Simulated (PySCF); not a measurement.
Vertical excitations of a molecule C4H10OSi from PySCF with TDA-LC-ωPBE/def2-SVPD, as energy in eV (oscillator strength): 7.05 (0.002), 7.51 (0.009), 7.93 (0.014), 8.18 (0.019), 8.32 (0.177), 8.54 (0.075). Lowest triplet (TDA): 6.48 eV. Geometry optimised at B3LYP-D3(BJ)/def2-SVP. One conformer was computed; it need not be the lowest.

**Question.** Which molecule gave these data?
A) C=CC[SiH2]OC
B) C[C@@]1([SiH3])CCO1
C) CCC(=O)[SiH2]C
D) C[C@H]1O[SiH2][C@@H]1C

**Answer.** B, C[C@@]1([SiH3])CCO1
